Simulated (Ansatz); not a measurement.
`[SH][Ti]([Cl])([Cl])[Cl]` + H–F → `[F][Ti]([Cl])([Cl])[Cl]` + H₂S at 500 K and 1 bar (ligand exchange at a Ti–S bond).

Isolated molecules relaxed with PBE0-D4/def2-TZVP in Ansatz; ΔE leaves out vibrations. CBS: MP2 limit from def2 TZ/QZ plus the TZ coupled-cluster correction, frozen cores. This one scheme is used for every species. For Ti outer-core shells are correlated without core-valence functions, which leaves a few kJ/mol of doubt a bond. Scalar relativity is left out up to krypton. One conformer a species, not always the lowest.

| species | CCSD(T)/CBS energy (Eh) | H − E (kJ/mol) | S (J/(mol·K)) |
| --- | --- | --- | --- |
| `[SH][Ti]([Cl])([Cl])[Cl]` | -2626.86635 | 81.8 | 449.4 |
| H–F | -100.39570 | 39.4 | 188.7 |
| `[F][Ti]([Cl])([Cl])[Cl]` | -2328.31134 | 58.0 | 403.1 |
| H₂S | -398.97279 | 57.0 | 224.0 |

H − E and S are ideal-gas, rigid-rotor, harmonic terms from PBE0-D4/def2-TZVP, for one conformer and one mirror image of each species. 1 Eh = 2625.50 kJ/mol, R = 8.31446 J/(mol·K).

Problem. By hand: ΔE, ΔH, ΔS and ΔG.

Solution. ΔE = (-2328.31134) + (-398.97279) − (-2626.86635) − (-100.39570) = -0.02208 Eh = -58.0 kJ/mol. Δ(H − E) = 58.0 + 57.0 − 81.8 − 39.4 = -6.2, so ΔH = -64.2 kJ/mol. ΔS = 403.1 + 224.0 − 449.4 − 188.7 = -11.0 J/(mol·K). ΔG = -64.2 − 500 × (-11.0)/1000 = -58.7 kJ/mol.

Problem. By hand: the equilibrium constant, and the temperature at which ΔG would vanish if ΔH and ΔS stayed fixed.

Solution. log₁₀ K = −ΔG/(RT ln 10) = 6.1. ΔG = 0 at ΔH/ΔS = 5836 K, far beyond where these terms or the molecules hold.

The number of gas molecules stays the same, so ΔS is small and ΔH decides. A doubt of 5 kJ/mol in ΔE shifts log₁₀ K by 0.5 here. Other conformers and mirror images would add mixing entropy, several J/(mol·K) or more a flexible species. These are equilibria of isolated gas molecules and say nothing of rates. Largest T1 diagnostic: 0.026 (customary marks: 0.02 for closed shells, 0.045 for open ones).
